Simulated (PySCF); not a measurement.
C4H10FNSi.
SMILES with atom numbers: `[CH3:1][C@@H:2]1[CH2:3][CH2:4][Si@@H:5]([F:6])[NH:7]1` (hydrogens: H8, H9, H10 on C1; H11 on C2; H12, H13 on C3; H14, H15 on C4; H16 on Si5; H17 on N7)

Structure optimised with GFN2-xTB, isolated species.

(1) Give the optimised bond lengths and angles.

Answers

(1) 
```csv
bond,length (bohr)
C1–C2,2.882
C2–C3,2.900
C3–C4,2.890
C4–Si5,3.574
Si5–F6,3.059
Si5–N7,3.213
C2–N7,2.746
"C1–H8, C1–H9, C1–H10",2.056
C2–H11,2.082
C3–H12,2.063
C3–H13,2.062
C4–H14,2.054
C4–H15,2.061
Si5–H16,2.748
N7–H17,1.899
```

Bonds in one row agree within 0.02 bohr and their mean is given. A selection of angles:
```csv
angle,degrees
C2–C1–H8,110.0
C2–C1–H9,110.7
H8–C1–H9,108.6
H9–C1–H10,108.5
C1–C2–C3,111.7
C1–C2–N7,111.3
C1–C2–H11,108.6
C3–C2–N7,106.8
C3–C2–H11,109.4
N7–C2–H11,109.0
C2–C3–C4,109.1
C2–C3–H12,108.2
C2–C3–H13,110.5
C4–C3–H12,108.6
C4–C3–H13,112.1
H12–C3–H13,108.1
C3–C4–Si5,102.6
C3–C4–H14,110.7
C3–C4–H15,110.2
Si5–C4–H14,115.5
Si5–C4–H15,110.5
H14–C4–H15,107.2
C4–Si5–F6,114.1
C4–Si5–N7,91.8
C4–Si5–H16,118.8
F6–Si5–N7,111.6
F6–Si5–H16,103.3
N7–Si5–H16,117.6
Si5–N7–H17,128.1
C2–N7–Si5,116.7
C2–N7–H17,115.2
```

Dihedral angles: C1–C2–C3–C4 -155° (antiperiplanar); C2–C3–C4–Si5 37° (synclinal); C3–C4–Si5–F6 -141° (anticlinal); C4–Si5–N7–C2 8° (synperiplanar); C1–C2–N7–Si5 135° (anticlinal).

Si5 (fluorine-bound silicon) has angles from 91.8° to 118.8°. The 5-membered ring C2–C3–C4–Si5–N7 has internal angles of 91.8° to 116.7° (sum 527°, against 540° for a flat polygon); it is puckered, 0.17 Å rms from its mean plane, widest ring torsion 37°. Of the pairs four or more bonds apart, H8···H12 is among the closest relative to their van der Waals radii: 2.42 Å, 101 % of the sum of Bondi's values. N7 (silicon-bound nitrogen) is planar (angles 128.1°, 116.7° and 115.2°, sum 360.0°, 0.01 Å off the plane of its three neighbours).

Point group: C1 (no symmetry element, even within 0.4 Å). GFN2-xTB frequencies: not computed here. One conformer, not necessarily the lowest.
